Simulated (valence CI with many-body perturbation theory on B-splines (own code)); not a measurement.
Values are calculated unless marked as measured or tabulated.
## Level structure of Rb²¹⁺

Method: relativistic CI+MBPT: six valence electrons over a frozen Dirac-Fock core [Ne], a basis of 9 s, 9 p, 8 d, 6 f, 3 g, 1 h functions for each j, with the one-electron correlation potential Σ1 (screened to all orders), the two-electron term Σ2, the three-electron term Σ3, Breit, model QED; selected single and double excitations, second order for the rest, scaled by the run's own slope (own B-spline code, finite nucleus).

No measured spectrum was set against this ion. As an estimate, levels of excited configurations hold to 0.05 to 0.15 % of their energy, terms of the ground configuration to about 0.5 %. Among the levels kept, up to 1500 cm⁻¹ of a level comes from second order outside the variational space, and about a tenth of that is noise between levels of different J, which matters for small intervals.

Levels 1 to 39 of 39, with energies above the lowest level, 3s2 3p4 3P_2. "Leading %" is the weight of the configuration and term that name the level; weights of strongly mixed levels are sums over their largest components and can fall short. In the jj column 3d3/2^4 stands for four electrons in 3d with j = 3/2.

```tsv
No.	Configuration	Term	J	E (cm⁻¹)	Leading %	Leading jj	g
1	3s2 3p4	3P	2	0	81	3s^2 3p1/2^2 3p3/2^2 (94 %)	1.412
2	3s2 3p4	3P	0	50794	61	3s^2 3p1/2^2 3p3/2^2 (88 %)	
3	3s2 3p4	3P	1	90938	97	3s^2 3p1/2 3p3/2^3 (97 %)	1.499
4	3s2 3p4	1D	2	128350	80	3s^2 3p1/2 3p3/2^3 (94 %)	1.084
5	3s2 3p4	1S	0	251080	61	3s^2 3p3/2^4 (88 %)	
6	3s 3p5	3P°	2	582660	79	3s 3p1/2^2 3p3/2^3 (79 %)	1.498
7	3s 3p5	3P°	1	626420	64	3s 3p1/2^2 3p3/2^3 (51 %)	1.419
8	3s 3p5	3P°	0	677050	71	3s 3p1/2 3p3/2^4 (71 %)	
9	3s2 3p3 3d	5D°	2	730130	49	3s^2 3p1/2^2 3p3/2 3d3/2 (76 %)	1.220
10	3s2 3p3 3d	5D°	3	732890	60	3s^2 3p1/2^2 3p3/2 3d3/2 (47 %)	1.374
11	3s2 3p3 3d	5D°	0	737370	73	3s^2 3p1/2^2 3p3/2 3d3/2 (60 %)	
12	3s2 3p3 3d	5D°	1	740180	72	3s^2 3p1/2^2 3p3/2 3d3/2 (50 %)	1.421
13	3s2 3p3 3d	5D°	4	748500	75	3s^2 3p1/2^2 3p3/2 3d5/2 (65 %)	1.429
14	3s 3p5	1P°	1	751000	42	3s 3p1/2 3p3/2^4 (36 %)	1.108
15	3s2 3p3 3d	5D°	2	769000	37	3s^2 3p1/2^2 3p3/2 3d5/2 (56 %)	1.197
16	3s2 3p3 3d	3D°	3	808820	34	3s^2 3p1/2 3p3/2^2 3d5/2 (56 %)	1.231
17	3s2 3p3 3d	3D°	1	814050	89	3s^2 3p1/2 3p3/2^2 3d3/2 (44 %)	0.587
18	3s2 3p3 3d	3F°	2	816970	50	3s^2 3p1/2 3p3/2^2 3d3/2 (81 %)	0.923
19	3s2 3p3 3d	1S°	0	821740	76	3s^2 3p1/2 3p3/2^2 3d3/2 (49 %)	
20	3s2 3p3 3d	3F°	3	829760	59	3s^2 3p1/2 3p3/2^2 3d3/2 (70 %)	1.157
21	3s2 3p3 3d	3G°	3	843770	49	3s^2 3p1/2 3p3/2^2 3d5/2 (38 %)	0.964
22	3s2 3p3 3d	3G°	4	848190	44	3s^2 3p1/2 3p3/2^2 3d5/2 (58 %)	1.184
23	3s2 3p3 3d	3F°	4	867390	73	3s^2 3p1/2 3p3/2^2 3d5/2 (70 %)	1.203
24	3s2 3p3 3d	1G°	4	881720	65	3s^2 3p1/2 3p3/2^2 3d3/2 (66 %)	1.032
25	3s2 3p3 3d	3D°	1	885400	86	3s^2 3p1/2^2 3p3/2 3d5/2 (37 %)	0.593
26	3s2 3p3 3d	3G°	5	887760	98	3s^2 3p1/2 3p3/2^2 3d5/2 (98 %)	1.198
27	3s2 3p3 3d	1D°	2	902250	45	3s^2 3p1/2 3p3/2^2 3d3/2 (69 %)	0.977
28	3s2 3p3 3d	3P°	1	925110	61	3s^2 3p1/2 3p3/2^2 3d5/2 (34 %)	1.419
29	3s2 3p3 3d	3P°	0	926540	71	3s^2 3p1/2 3p3/2^2 3d5/2 (44 %)	
30	3s2 3p3 3d	3D°	2	942890	69	3s^2 3p1/2 3p3/2^2 3d5/2 (81 %)	1.183
31	3s2 3p3 3d	3F°	3	954360	67	3s^2 3p1/2 3p3/2^2 3d5/2 (56 %)	1.065
32	3s2 3p3 3d	3F°	2	955550	58	3s^2 3p1/2 3p3/2^2 3d5/2 (40 %)	0.952
33	3s2 3p3 3d	3D°	3	972540	57	3s^2 3p1/2 3p3/2^2 3d5/2 (71 %)	1.185
34	3s2 3p3 3d	3P°	2	983280	49	3s^2 3p1/2 3p3/2^2 3d3/2 (28 %)	1.300
35	3s2 3p3 3d	3P°	1	998400	46	3s^2 3p1/2 3p3/2^2 3d3/2 (75 %)	1.448
36	3s2 3p3 3d	3F°	4	998710	61	3s^2 3p3/2^3 3d5/2 (85 %)	1.193
37	3s2 3p3 3d	3D°	3	1015700	68	3s^2 3p1/2 3p3/2^2 3d3/2 (45 %)	1.252
38	3s2 3p3 3d	3S°	1	1016200	57	3s^2 3p1/2 3p3/2^2 3d5/2 (59 %)	1.587
39	3s2 3p3 3d	3P°	2	1020000	67	3s^2 3p3/2^3 3d5/2 (60 %)	1.363
```

Names give the largest LS component (configuration and term), which can be under half, so a name can repeat, a term be missing and a line seem to break the LS rules; names also repeat where a configuration has a term twice.

The ionisation energy to 3s2 3p3 4S°_3/2 of the next ion comes out as 960.32 eV (NIST: 958.9 ± 1.4 eV (semi-empirical)). All 39 levels together are meant to be complete up to 1038500 cm⁻¹.
